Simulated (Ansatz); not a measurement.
Computed with Ansatz on PBE0-D4/def2-TZVP structures; ΔE is electronic, products minus reactants. CCSD(T)/CBS is the MP2 limit (def2-TZVPP, def2-QZVPP) plus CCSD(T) − MP2 in def2-TZVPP, frozen cores. This one scheme is used for every species. Functionals use def2-TZVPP.

`C#[C][Al]([CH3])[CH3]` + HCl → `[CH3][Al]([CH3])[Cl]` + `C#C`  (ligand exchange at the Al–C bond)

CCSD(T)/CBS gives -1.13 eV.

Another level gave -1.10 eV. Which?
A. SCS-MP2/def2-TZVPP
B. HF/def2-TZVPP
C. RPA@PBE/def2-TZVPP
D. CAM-B3LYP/def2-TZVPP

A. SCS-MP2/def2-TZVPP -1.10, CAM-B3LYP -1.15, RPA@PBE/def2-TZVPP -1.01, HF/def2-TZVPP -1.20 eV.

Largest T1 diagnostic among the species: 0.013.

Leaving LDA and LC-ωPBE aside and taking each functional with its dispersion term where it has one, the values, not all of them listed here, spread over 0.09 eV, from BHLYP-D4 to revPBE-D4. In def2-TZVPP, CCSD(T) changes the Hartree–Fock value by +0.12 eV (the triples alone add +0.02 eV) and MP2 by +0.09 eV.
